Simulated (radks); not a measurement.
Q: Ionisation of neutral bromine, [Ar] 3d10 4s2 4p5, to [Ar] 3d10 4s2 4p4 as the strength of local exchange is varied. Calculated with a radial shooting solver on a logarithmic mesh with Libxc functionals: Dirac Kohn-Sham, Slater X-alpha exchange (alpha = 2/3 is LDA exchange), no correlation, spin-unpolarised, spherical densities, point nucleus; open shells fill j = l - 1/2 first.

| alpha | E(Br) (hartree) | exchange (hartree) | IE (eV) | -e of the level emptied (eV) | <r> of it (bohr) |
|---|---|---|---|---|---|
| 0.667 | -2600.17583 | -85.66931 | 11.232 | 6.622 (4p3/2) | 2.149 |
| 0.828 | -2620.93535 | -107.17797 | 13.129 | 8.317 (4p3/2) | 2.063 |
| 0.929 | -2634.04068 | -120.83446 | 14.385 | 9.454 (4p3/2) | 2.014 |
| 0.99 | -2641.98646 | -129.14337 | 15.167 | 10.169 (4p3/2) | 1.987 |
| x | -2615.89184 | -101.93837 | 12.658 | 7.892 (4p3/2) | 2.083 |

Which alpha was used in the last row?

A: alpha = 0.789. NIST Atomic Spectra Database: 11.814 eV (measured). The Delta-SCF value meets it near alpha = 0.72. Spin polarisation and multiplet splitting are left out, so open shells lie too high by an amount that depends on their filling.

Beside tabulated values, note that spin-unpolarised runs miss the spin-polarisation part of the exchange energy of open shells.
